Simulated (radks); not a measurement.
Task: Species: Mo3+. Configuration: [Kr] 4d2 5s1 (not the ground configuration). All-electron calculation, scalar-relativistic Kohn-Sham, PBE, spin-polarised, spherical densities, point nucleus; open shells are filled with parallel spins first (spin-orbit coupling, left out, can overturn this in heavy ions). Program: a radial shooting solver on a logarithmic mesh with Libxc functionals. Some entries of the table are withheld. Estimate them.

orbital,occ.,eigenvalue (eV),<r> (bohr)
1s up,1,-19860.34,0.03517
1s down,1,-19860.31,0.03517
2s up,1,-2838.008,0.1537
2s down,1,-2837.700,0.1537
2p up,3,-2541.073,0.1340
2p down,3,-2540.837,0.1339
3s up,1,-514.4522,0.4288
3s down,1,-514.2622,0.4288
3p up,3,-417.1730,0.4305
3p down,3,-416.9611,0.4304
3d up,5,-259.0196,0.4150
3d down,5,-258.7104,0.4149
4s up,1,(1),1.092
4s down,1,(2),1.087
4p up,3,(3),1.202
4p down,3,(4),1.195
4d up,2,(5),1.559
4d down,0,(6),1.550
5s up,1,-29.2474,2.614
5s down,0,-26.9887,2.612

Result: 
(1) 4s up eigenvalue (eV): -101.4419
(2) 4s down eigenvalue (eV): -99.7147
(3) 4p up eigenvalue (eV): -74.9783
(4) 4p down eigenvalue (eV): -73.0685
(5) 4d up eigenvalue (eV): -37.2041
(6) 4d down eigenvalue (eV): -34.9847
